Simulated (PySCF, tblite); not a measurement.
C5H9ClSi.
Cartesian coordinates in Å at the GFN2-xTB level; atoms count from 1:
```
atom  x, y, z in Å
C1    -1.512   -1.217    0.074
C2    -0.681    0.034    0.058
C3    -1.443    1.318   -0.013
Cl4   -2.069    1.569   -1.684
C5     0.640    0.030    0.075
C6     1.743   -0.992    0.115
Si7    2.316    0.818    0.018
H8    -2.177   -1.230   -0.789
H9    -0.876   -2.097    0.046
H10   -2.127   -1.251    0.973
H11   -2.321    1.311    0.634
H12   -0.807    2.174    0.207
H13    1.811   -1.651   -0.743
H14    1.832   -1.549    1.040
H15    2.844    1.428    1.227
H16    2.820    1.315   -1.249
```

Jobs on this species (16 atoms, 70 electrons) with PySCF (density fitting) and tblite. Hardware of each: an Arm Neoverse N1 with one thread (shared host). The host was shared with other jobs, so the times are rough.

| level and settings | work | basis functions | SCF cycles | wall time |
| --- | --- | --- | --- | --- |
| PBE0/pcSseg-1 | shieldings, ring-centre shieldings, charges and field gradients | 178 | ? | ? |
| CAM-B3LYP/def2-SVPD | 8 singlets by full TDDFT, 3 Tamm–Dancoff triplets, polarisability, density and orbital grids written | 223 | ? | ? |
| GFN2-xTB | L-BFGS relaxation | – | – | 0.92 s |
| GFN2-xTB | Hessian by finite differences | – | – | 0.98 s |

Q: Fill in the missing figures.

A: 
- PBE0/pcSseg-1; shieldings, ring-centre shieldings, charges and field gradients: 47 s, 14 SCF cycles
- CAM-B3LYP/def2-SVPD; 8 singlets by full TDDFT, 3 Tamm–Dancoff triplets, polarisability, density and orbital grids written: 1.7 min, 13 SCF cycles

Q: What do all jobs in the table cost together?

A: About 2.5 min; the longest takes about 68 % of that, and about 110 times as long as the shortest.
